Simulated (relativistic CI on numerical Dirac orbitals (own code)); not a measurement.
# Electric-dipole transitions in Ar8+

These numbers are calculated, not measured: Dirac-Coulomb-Breit CI, KLI orbitals optimised for each configuration, model QED (radiative potential, 1s self-energy scaled to tabulated hydrogen-like ionisation energies), valence Slater integrals scaled by 0.9, P86 correlation estimate, and configurations built on the next ion tied to the tabulated ionisation energy (semi-empirical) (own radial code, finite nucleus).

Configurations in the expansion (outside the closed core 1s2): 2s2 2p6, 2s2 2p5 3s, 2s2 2p5 3p, 2s2 2p5 3d, 2s2 2p5 4s, 2s 2p6 3s, 2s 2p6 3p, 2s2 2p5 4p, 2s2 2p5 4d, 2s2 2p5 4f, 2s 2p6 3d, 2s2 2p4 3s2, 2s2 2p4 3s 3p, 2s 2p6 4s, 2s2 2p4 3p2, 2s2 2p4 3s 3d, 2s 2p6 4p, 2s 2p6 4d, 2s 2p6 4f, 2s2 2p4 3p 3d, 2s 2p5 3s2, 2s2 2p4 3d2, 2s 2p5 3s 3p, 2s 2p5 3p2. Levels of other configurations are missing.

```csv
λ vac (Å),Lower,Upper,A (s⁻¹),gf,Branching (%)
34.954,2s2 2p6 1S_0 [1],2s2 2p5 4d 1P°_1 [67],1.23e+12,6.75e-01,97.8
41.359,2s2 2p6 1S_0 [1],2s2 2p5 3d 1P°_1 [27],2.78e+12,2.14e+00,99.8
153.59,2s2 2p5 3p 3D_3 [7],2s2 2p5 4d 3F°_4 [50],3.17e+10,1.01e+00,96.4
203.15,2s2 2p5 3d 3P°_1 [17],2s2 2p5 4f 3D_2 [60],4.67e+10,1.45e+00,50.6
204.05,2s2 2p5 3d 3P°_2 [18],2s2 2p5 4f 3D_3 [61],6.61e+10,2.89e+00,69.2
205.19,2s2 2p5 3d 3F°_4 [19],2s2 2p5 4f 3G_5 [62],1.00e+11,6.95e+00,99.9
206.43,2s2 2p5 3d 3F°_3 [20],2s2 2p5 4f 1G_4 [63],8.31e+10,4.78e+00,83.1
207.15,2s2 2p5 3d 1D°_2 [24],2s2 2p5 4f 3G_3 [70],8.35e+10,3.76e+00,83.3
207.90,2s2 2p5 3d 3F°_2 [21],2s2 2p5 4f 1F_3 [65],7.20e+10,3.27e+00,71.8
208.11,2s2 2p5 3d 3D°_3 [25],2s2 2p5 4f 3G_4 [71],9.35e+10,5.46e+00,93.4
208.56,2s2 2p5 3d 3D°_2 [26],2s2 2p5 4f 3D_3 [68],8.09e+10,3.69e+00,84.0
209.40,2s2 2p5 3d 3D°_3 [22],2s2 2p5 4f 3F_4 [66],7.83e+10,4.63e+00,78.1
516.53,2s2 2p5 3p 3D_1 [11],2s2 2p5 3d 1D°_2 [24],5.37e+09,1.07e+00,84.3
522.42,2s2 2p5 3p 3D_2 [8],2s2 2p5 3d 3F°_3 [20],5.13e+09,1.47e+00,84.9
525.00,2s2 2p5 3p 1D_2 [13],2s2 2p5 3d 3D°_3 [25],5.84e+09,1.69e+00,95.0
527.59,2s2 2p5 3p 3P_2 [10],2s2 2p5 3d 3D°_3 [22],4.85e+09,1.42e+00,78.7
528.79,2s2 2p5 3p 3D_3 [7],2s2 2p5 3d 3F°_4 [19],5.82e+09,2.20e+00,100.0
691.53,2s2 2p5 3s 3P°_2 [2],2s2 2p5 3p 3D_3 [7],2.36e+09,1.18e+00,100.0
692.57,2s2 2p5 3s 1P°_1 [5],2s2 2p5 3p 1D_2 [13],2.12e+09,7.64e-01,83.9
1482.5,2s2 2p5 4p 3D_3 [35],2s2 2p5 4d 3F°_4 [50],1.17e+09,3.47e+00,3.6
```

Terms are leading LS components. Brackets give the number of a level in order of energy, since labels repeat. The list gives strong lines, with weight on those to low levels, without configurations that were not tied to measured data, without lines whose two gauges differ by over a factor of 2.5, among the lowest 81 of 594 levels, so that lines to higher ones, which can be the strongest, are missing. Levels whose partners in the same complex of configurations lie outside the list can be far off, and so can their lines. Rates are taken at the computed energies, electric ones in the length gauge.

Configurations that consist of the next ion and one excited electron were tied to the tabulated ionisation energy; Rydberg ones are usually within 1,000 to 3,000 cm⁻¹ and the lowest ones within about 6,000 (9,000 in d shells), while levels on excited terms of the next ion carry the error of that term, and the other configurations can be misplaced by 10,000 cm⁻¹ or more. Rates follow the energies as ν³ (E1, M1) or ν⁵ (E2), so rates, branching and lifetimes can be off by large factors.

Question: From the table, what is the radiative lifetime of 2s2 2p5 4d 3F°_4?

Answer: The listed rates from this level add up to about 3.28e+10 s⁻¹, 100 % of its decay; with all channels τ = 3.04e-11 s.

LS names give the leading component of a level, which can be under half, so a name can repeat, a term be missing and a line seem to break the LS rules.
